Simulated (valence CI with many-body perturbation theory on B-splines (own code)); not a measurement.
Values are calculated unless marked as measured or tabulated.
Pm²⁹⁺ in three bases

Level of theory: configuration interaction combined with many-body perturbation theory (CI+MBPT): four valence electrons over a frozen Dirac-Fock core [Ar] 3d10, radial functions for each j: 9 s, 9 p, 8 d, 6 f, 3 g, 1 h, with the one-electron correlation potential Σ1, the two-electron term Σ2, the three-electron term Σ3, Breit, model QED; selected CI, second order for the rest, scaled by the run's own slope (own B-spline code, finite nucleus).

No measured spectrum was set against this ion. As an estimate, large intervals hold to a few tenths of a per cent, small ones and those within an open d or f shell to about a per cent.

The reference run has the lowest level (4s^2 4p1/2^2) J=0 and an ionisation energy of 1115.07 eV. Its largest variational space holds 19998 state functions.

Levels are named by their leading jj configuration (3d3/2^4 stands for four electrons in 3d with j = 3/2), which in mixed levels can hold well under half, so a name can repeat and another be missing. Letters in brackets count levels of one name in rising energy.

Changed runs:
A. basis 6 s, 6 p, 5 d, 3 f, 1 g
B. basis 5 s, 5 p, 4 d, 2 f

Excitation energies of the reference run in cm⁻¹, and shifts in cm⁻¹:

```tsv
Level	Reference	A	B
(4s^2 4p1/2 4p3/2) J=1	242777	-91	-337
(4s^2 4p1/2 4p3/2) J=2	267978	+8.2	+118
(4s^2 4p3/2^2) J=2	529782	-49	-61
(4s^2 4p3/2^2) J=0	586614	+75	+521
(4s 4p1/2^2 4p3/2) J=2	763425	-152	-544
(4s 4p1/2^2 4p3/2) J=1	851247	+14	+181
(4s 4p1/2 4p3/2^2) J=2	988243	-209	-723
(4s 4p1/2 4p3/2^2) J=3	1037040	-101	-272
(4s^2 4p1/2 4d3/2) J=2 [a]	1088670	-50	-46
(4s 4p1/2 4p3/2^2) J=0	1088920	-5.5	+164
(4s 4p1/2 4p3/2^2) J=1 [a]	1112610	-22	+88
(4s 4p1/2 4p3/2^2) J=1 [b]	1154090	+86	+540
Ionisation energy (eV)	1115.07	-0.035	-0.14
```
